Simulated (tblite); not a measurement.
C6H9O3 (doublet state).
SMILES with atom numbers: `[CH2:1]=[C:2]([CH3:3])[C@H:4]([CH2:5][O:6])[O:7][CH:8]=[O:9]` (hydrogens: H10, H11 on C1; H12, H13, H14 on C3; H15 on C4; H16, H17 on C5; H18 on C8)
Bond orders are those of one Lewis drawing.

Computed with GFN2-xTB (tblite), gas phase: L-BFGS steps from a force-field or distance-geometry start until the largest atomic force falls under 0.01 eV/Å.

Step 162: E = -803.1515 eV
```
atom  x, y, z in Å  |  force x, y, z in eV/Å
C1     -1.2791   -0.8443    1.2530    0.001   0.012   0.053
C2     -1.0673   -0.1193    0.1736    0.024  -0.047   0.016
C3     -2.1239    0.5392   -0.6583   -0.021  -0.044   0.006
C4      0.3455    0.0761   -0.3254   -0.003  -0.011  -0.006
C5      1.1517   -1.2518   -0.1090    0.017   0.022   0.015
O6      1.2362   -1.6270    1.1482    0.010   0.001  -0.042
O7      0.9123    1.1627    0.4113    0.023  -0.027  -0.029
C8      2.1234    1.5482    0.0719    0.059   0.005  -0.088
O9      2.7905    1.1018   -0.8194   -0.013   0.019   0.062
H10    -2.2426   -1.0162    1.6960   -0.016   0.027   0.022
H11    -0.4121   -1.3291    1.7175   -0.029  -0.041   0.009
H12    -2.1984    0.0155   -1.6099   -0.054   0.035  -0.069
H13    -3.0852    0.5014   -0.1570   -0.029  -0.015   0.008
H14    -1.8630    1.5753   -0.8562    0.014   0.046   0.003
H15     0.3701    0.3140   -1.3956    0.038   0.059  -0.016
H16     0.7196   -2.0150   -0.7923    0.048  -0.005   0.044
H17     2.1688   -0.9983   -0.4889   -0.031  -0.018   0.000
H18     2.4448    2.3730    0.7290   -0.040  -0.019   0.011
```

Step 163: E = -803.1532 eV
```
atom  x, y, z in Å  |  force x, y, z in eV/Å
C1     -1.2809   -0.8438    1.2556   -0.012   0.011   0.035
C2     -1.0680   -0.1208    0.1747   -0.004  -0.036   0.001
C3     -2.1256    0.5366   -0.6572   -0.016   0.018   0.000
C4      0.3429    0.0762   -0.3258    0.009  -0.002  -0.028
C5      1.1531   -1.2480   -0.1080    0.018   0.007  -0.016
O6      1.2405   -1.6221    1.1476    0.008  -0.012   0.022
O7      0.9091    1.1674    0.4032    0.081  -0.024  -0.002
C8      2.1251    1.5440    0.0683    0.039   0.017  -0.043
O9      2.7968    1.0939   -0.8173   -0.032  -0.008   0.043
H10    -2.2477   -1.0054    1.6981    0.026   0.009   0.019
H11    -0.4153   -1.3349    1.7162   -0.048  -0.024   0.026
H12    -2.1899    0.0264   -1.6174   -0.055   0.023  -0.036
H13    -3.0890    0.4844   -0.1594   -0.007  -0.004  -0.022
H14    -1.8713    1.5787   -0.8439   -0.008  -0.009   0.030
H15     0.3672    0.3151   -1.3946    0.022   0.037  -0.066
H16     0.7268   -2.0149   -0.7905    0.029  -0.006   0.031
H17     2.1687   -0.9920   -0.4884   -0.005  -0.007  -0.013
H18     2.4487    2.3654    0.7273   -0.044   0.009   0.019
```

Step 164: E = -803.1545 eV
```
atom  x, y, z in Å  |  force x, y, z in eV/Å
C1     -1.2820   -0.8459    1.2553    0.004   0.011  -0.005
C2     -1.0671   -0.1261    0.1722   -0.006  -0.025   0.010
C3     -2.1235    0.5384   -0.6550   -0.013   0.034  -0.017
C4      0.3435    0.0720   -0.3292    0.005   0.002  -0.029
C5      1.1555   -1.2487   -0.1055    0.032  -0.025  -0.013
O6      1.2447   -1.6174    1.1521    0.002  -0.003   0.004
O7      0.9058    1.1671    0.3967    0.021  -0.034   0.035
C8      2.1199    1.5463    0.0641    0.069   0.021  -0.013
O9      2.7948    1.0983   -0.8194   -0.007  -0.018   0.008
H10    -2.2505   -1.0006    1.6963    0.036   0.000   0.025
H11    -0.4184   -1.3419    1.7149   -0.056  -0.011   0.031
H12    -2.1898    0.0399   -1.6216   -0.056   0.006  -0.017
H13    -3.0858    0.4850   -0.1558   -0.020  -0.007  -0.030
H14    -1.8667    1.5812   -0.8339   -0.008  -0.001   0.039
H15     0.3701    0.3101   -1.3983    0.008   0.020  -0.068
H16     0.7300   -2.0201   -0.7836    0.027  -0.004   0.031
H17     2.1709   -0.9962   -0.4892   -0.008   0.002  -0.004
H18     2.4398    2.3647    0.7282   -0.031   0.031   0.012
```

Step 165: E = -803.1561 eV
```
atom  x, y, z in Å  |  force x, y, z in eV/Å
C1     -1.2802   -0.8404    1.2577    0.037   0.004  -0.054
C2     -1.0678   -0.1304    0.1669   -0.017  -0.005   0.025
C3     -2.1277    0.5367   -0.6539   -0.041   0.046  -0.028
C4      0.3414    0.0701   -0.3399    0.009   0.006  -0.017
C5      1.1587   -1.2447   -0.1070    0.014  -0.046  -0.021
O6      1.2523   -1.6050    1.1524    0.006   0.005   0.022
O7      0.8991    1.1707    0.3818    0.047  -0.027   0.023
C8      2.1213    1.5405    0.0658    0.030   0.006   0.027
O9      2.8076    1.0849   -0.8046   -0.006  -0.015  -0.001
H10    -2.2487   -0.9916    1.6999    0.035   0.001   0.029
H11    -0.4170   -1.3361    1.7182   -0.061   0.000   0.028
H12    -2.1868    0.0571   -1.6315   -0.054   0.012   0.023
H13    -3.0920    0.4667   -0.1572    0.023  -0.006  -0.060
H14    -1.8793    1.5858   -0.8122   -0.014  -0.024   0.040
H15     0.3683    0.3036   -1.4108   -0.009   0.009  -0.037
H16     0.7348   -2.0225   -0.7772    0.013  -0.029   0.007
H17     2.1724   -0.9954   -0.4959    0.008   0.019  -0.003
H18     2.4348    2.3563    0.7359   -0.019   0.044  -0.005
```

**Question.** Estimate the geometry and energy of step 166. (The exact step hangs on the optimiser's Hessian estimate; all steps are aligned on step 165, rigid shifts and turns removed.)

**Answer.** E = -803.1572 eV, largest force 0.060 eV/Å
```
atom  x, y, z in Å  |  force x, y, z in eV/Å
C1     -1.2781   -0.8380    1.2570    0.022  -0.017  -0.053
C2     -1.0677   -0.1338    0.1623   -0.019   0.034  -0.004
C3     -2.1305    0.5379   -0.6525   -0.034   0.025  -0.032
C4      0.3411    0.0680   -0.3485    0.008  -0.005  -0.001
C5      1.1614   -1.2435   -0.1067    0.008  -0.055  -0.006
O6      1.2577   -1.5958    1.1554    0.006   0.022  -0.010
O7      0.8958    1.1715    0.3716    0.022  -0.019   0.018
C8      2.1216    1.5380    0.0665    0.003   0.002   0.053
O9      2.8144    1.0784   -0.7961    0.021  -0.009  -0.016
H10    -2.2460   -0.9889    1.7004    0.026   0.011   0.027
H11    -0.4177   -1.3333    1.7206   -0.030  -0.003   0.026
H12    -2.1880    0.0705   -1.6366   -0.040   0.023   0.033
H13    -3.0957    0.4582   -0.1592    0.028  -0.007  -0.048
H14    -1.8857    1.5901   -0.7948   -0.012  -0.024   0.026
H15     0.3690    0.2965   -1.4218   -0.018   0.007   0.010
H16     0.7370   -2.0257   -0.7700    0.010  -0.049  -0.005
H17     2.1743   -0.9972   -0.5001    0.005   0.024   0.007
H18     2.4282    2.3535    0.7408   -0.004   0.041  -0.025
```

The energy changes by -0.0011 eV. The first-order estimate −F·Δx gives -0.0016 eV and the mean of the old and new forces, exact on a quadratic surface, -0.0011 eV. The step makes an angle of 78° with the force vector and moves no atom by more than 0.019 Å.

What follows is the cost of the whole relaxation. Hardware: one thread, Intel Xeon 6975P-C (x86_64) (shared host). Cost: 0.93 s.
